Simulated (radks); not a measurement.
The scandium ion Sc+ inside a hard spherical wall (all orbitals vanish at R), configuration held at [Ar] 3d1 4s1 and not refilled when levels cross. All-electron calculation, non-relativistic Kohn-Sham, PBEsol, spin-polarised, spherical densities, point nucleus; open shells are filled with parallel spins first. Program: a radial shooting solver on a logarithmic mesh with Libxc functionals. Eigenvalues in eV for spin up, with the zero of energy where the potential of the charges vanishes at infinity; a dash marks a level that is unbound or too diffuse for the functional's potential to be trusted. A positive occupied level is held by the wall or, in an anion where self-interaction has pushed it up, behind a barrier. The pressure on the wall is -dE/dV.

[
 {"R (bohr)": "free", "E (hartree)": "-759.25650", "kinetic (hartree)": "758.457", "e(3s)": "-61.620", "e(3p)": "-40.898", "e(3d)": "-10.580", "e(4s)": "-10.205", "e(4p, empty)": "-6.713", "e(5s, empty)": "-", "pressure (GPa)": "0"},
 {"R (bohr)": "15", "E (hartree)": "-759.25650", "kinetic (hartree)": "758.457", "e(3s)": "-61.620", "e(3p)": "-40.898", "e(3d)": "-10.580", "e(4s)": "-10.205", "e(4p, empty)": "-6.713", "e(5s, empty)": "-3.037", "pressure (GPa)": "< 0.0001"},
 {"R (bohr)": "12", "E (hartree)": "-759.25649", "kinetic (hartree)": "758.457", "e(3s)": "-61.620", "e(3p)": "-40.897", "e(3d)": "-10.580", "e(4s)": "-10.205", "e(4p, empty)": "-6.710", "e(5s, empty)": "-2.781", "pressure (GPa)": "0.000133"},
 {"R (bohr)": "10", "E (hartree)": "-759.25639", "kinetic (hartree)": "758.459", "e(3s)": "-61.612", "e(3p)": "-40.889", "e(3d)": "-10.572", "e(4s)": "-10.198", "e(4p, empty)": "-6.684", "e(5s, empty)": "-2.085", "pressure (GPa)": "0.00357"},
 {"R (bohr)": "8", "E (hartree)": "-759.25478", "kinetic (hartree)": "758.474", "e(3s)": "-61.529", "e(3p)": "-40.808", "e(3d)": "-10.500", "e(4s)": "-10.118", "e(4p, empty)": "-6.477", "e(5s, empty)": "0.185", "pressure (GPa)": "0.0845"},
 {"R (bohr)": "5", "E (hartree)": "-759.17992", "kinetic (hartree)": "758.844", "e(3s)": "-60.084", "e(3p)": "-39.403", "e(3d)": "-9.148", "e(4s)": "-7.637", "e(4p, empty)": "-2.517", "e(5s, empty)": "18.666", "pressure (GPa)": "8.77"},
 {"R (bohr)": "3.5", "E (hartree)": "-758.73359", "kinetic (hartree)": "760.483", "e(3s)": "-56.409", "e(3p)": "-35.822", "e(3d)": "-4.870", "e(4s)": "4.213", "e(4p, empty)": "12.548", "e(5s, empty)": "66.338", "pressure (GPa)": "140"},
 {"R (bohr)": "3", "E (hartree)": "-758.15624", "kinetic (hartree)": "762.566", "e(3s)": "-53.214", "e(3p)": "-32.558", "e(3d)": "-0.671", "e(4s)": "17.327", "e(4p, empty)": "27.619", "e(5s, empty)": "107.28", "pressure (GPa)": "454"},
 {"R (bohr)": "2.5", "E (hartree)": "-756.66127", "kinetic (hartree)": "767.881", "e(3s)": "-46.513", "e(3p)": "-25.392", "e(3d)": "8.245", "e(4s)": "46.011", "e(4p, empty)": "58.555", "e(5s, empty)": "184.28", "pressure (GPa)": "1810"},
 {"R (bohr)": "2", "E (hartree)": "-752.10399", "kinetic (hartree)": "782.794", "e(3s)": "-29.677", "e(3p)": "-7.035", "e(3d)": "29.237", "e(4s)": "115.51", "e(4p, empty)": "129.23", "e(5s, empty)": "346.81", "pressure (GPa)": "9240"}
]
